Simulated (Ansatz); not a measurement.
`[SH][Al][Br]`, charge 0, multiplicity 2.

Task: Give a relaxed structure at PBE0-D4/def2-TZVP (Ansatz). (Best estimate.)

Result: Computed: 
Z-matrix (Å, degrees):
```
S
Al 1 2.193
H 1 1.345 2 93.0
Br 2 2.270 1 115.4 3 -179.9
```
Point group Cs.
